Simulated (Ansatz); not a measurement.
Basis-set extrapolation for C2H6F2OSi2, SMILES `C=C[SiH2]O[SiH](F)F` (PBE0-D4/def2-TZVP geometry, frozen core, Ansatz 0.2.0). Multiplicity 1, RHF reference.

```json
{"": "HF", "def2-TZVPP": "-931.257512", "def2-QZVPP": "-931.294000"}
{"": "MP2 correlation", "def2-TZVPP": "-1.283458", "def2-QZVPP": "-1.391111"}
{"": "CCSD(T) correlation", "def2-TZVPP": "-1.371889", "def2-QZVPP": "not run"}
```

Energies in hartree. Use E(X) = E(∞) + A·exp(−7.88·√X) for Hartree–Fock and E(X) = E(∞) + B·X^(−2.97) for correlation, with X = 3 and 4, and add CCSD(T) minus MP2 of the smaller set to the MP2 limit.

What is the CCSD(T) energy at the basis-set limit?

HF limit: -931.294000 + (-0.036488) × 0.13774 = -931.29903. MP2 limit: -1.391111 + (-0.107653) × 0.74074 = -1.47085. Higher-order term: -1.371889 − (-1.283458) = -0.08843. Total: -932.85831 hartree, 143.6 kcal/mol below CCSD(T)/def2-TZVPP.
